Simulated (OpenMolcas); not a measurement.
**Ionisation energies of iron**

```json
{
 "Program": "OpenMolcas 26.06",
 "Basis": "ANO-RCC [10s9p8d6f4g2h]",
 "Scalar Hamiltonian": "DKH2, point nucleus",
 "Spin-orbit coupling": "RASSI with atomic mean-field integrals over the reference wave functions, term energies averaged over their components"
}
```

Active shells in each charge state: the valence d, s shells, with orbitals averaged over the low states. Where CASPT2's correlated closed shells are named, they are those of the first ion.

A. CASSCF
B. SS-CASPT2, IPEA 0.25 Eh, imaginary shift 0.1 Eh (closed shells correlated: 3s 3p)
C. SS-CASPT2, IPEA 0 Eh, imaginary shift 0.1 Eh (closed shells correlated: 3s 3p)
D. SS-CASPT2, IPEA 0.25 Eh, imaginary shift 0.1 Eh (closed shells correlated: 2s 2p 3s 3p)

Energies in eV between the lowest computed levels, named as in B; reference values from the NIST Atomic Spectra Database with their kind.

| From | To | A | B | C | D | Spin-orbit share in B | Reference |
| --- | --- | --- | --- | --- | --- | --- | --- |
| Fe 3d⁶ 4s² ⁵D₄ | Fe+ 3d⁶ 4s ⁶D_9/2 | 5.189 | 8.515 | 8.604 | 8.470 | -0.004 | 7.902 (measured) |
| Fe+ 3d⁶ 4s ⁶D_9/2 | Fe2+ 3d⁶ ⁵D₄ | 15.308 | 16.294 | 16.354 | 16.289 | -0.001 | 16.199 (measured) |

Error against the reference values, in %:

```tsv
From	Reference	A	B	C	D
Fe	measured	-34.3	+7.8	+8.9	+7.2
Fe+	measured	-5.5	+0.6	+1.0	+0.6
```

Mean absolute error over the 2 measured values: A 1.80 eV, B 0.35 eV, C 0.43 eV, D 0.33 eV.

The lowest level within the active space need not be the ion's true ground level.
